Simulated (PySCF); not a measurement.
A run for PySCF: R-HF/STO-3G on GeH4SSi (SMILES [SiH3][Ge][SH]), a point of a torsion scan.

```python
from pyscf import gto, scf, dft, mp
from pyscf.data.elements import chemcore

mol = gto.M(
    atom='''
    Si    1.00664475   -0.08185950    0.01105960
    Ge   -0.63706033    1.71961655   -0.29972572
    S    -2.51236451    0.47390393    0.18381794
    H     0.76322061   -1.25639965   -0.84193288
    H     2.36490062    0.37602092   -0.32254428
    H     1.07213205   -0.58405485    1.39026762
    H    -2.64469594    0.13703283   -1.09329636
    ''',
    basis='sto-3g',
    charge=0, spin=0, verbose=3, max_memory=1800)
mf = scf.RHF(mol)
mf.conv_tol = 1e-8
mf.max_cycle = 100
mf.kernel()
if not mf.converged:
    mf = mf.newton().run(mf.mo_coeff, mf.mo_occ)
```

The log:

```
converged SCF energy = -2732.81853791339
```

Self-consistency was reached.

Cost: about 0.7 core-seconds (a rough figure).
